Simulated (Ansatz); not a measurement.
Coupled-cluster diagnostics for n-GeGeSiH8 (SiGe₂H₈), Ansatz.

Geometry of the singlet (PBE-D4/def2-SVP):

Cartesian coordinates in Å:
```
Ge -0.473 0.314 1.941
Ge -0.334 -0.933 -0.151
Si 0.726 0.381 -1.848
H -1.348 1.582 1.746
H 0.944 0.762 2.387
H -1.097 -0.549 3.070
H 0.472 -2.242 0.086
H -1.763 -1.339 -0.608
H 0.834 -0.380 -3.142
H 2.110 0.768 -1.394
H -0.070 1.637 -2.087
```

Correlated methods freeze 23 core orbitals; core or outer-core shells of Ge are correlated, in sets that lack core-valence functions.

Estimate the CCSD(T) correlation energy, the shares of MP2 and (T), T1 and the reference's ⟨S²⟩ for: charge 0, singlet, own geometry in def2-TZVP; and the rough time on 4 threads of Arm Neoverse V1 on a shared host.


| state | basis | correlation (eV) | MP2 share (%) | (T) share (%) | T1 | ⟨S²⟩ (pure) | wall time |
| --- | --- | --- | --- | --- | --- | --- | --- |
| charge 0, singlet, own geometry | def2-TZVP | -19.294 | 89.4 | 3.3 | 0.012 | 0.00 (0.00) | 64 s |
Customary marks for T1 are 0.02 (closed shells), 0.045 (open shells) and about 0.05 (3d metals). T1 stays under 0.02 throughout.
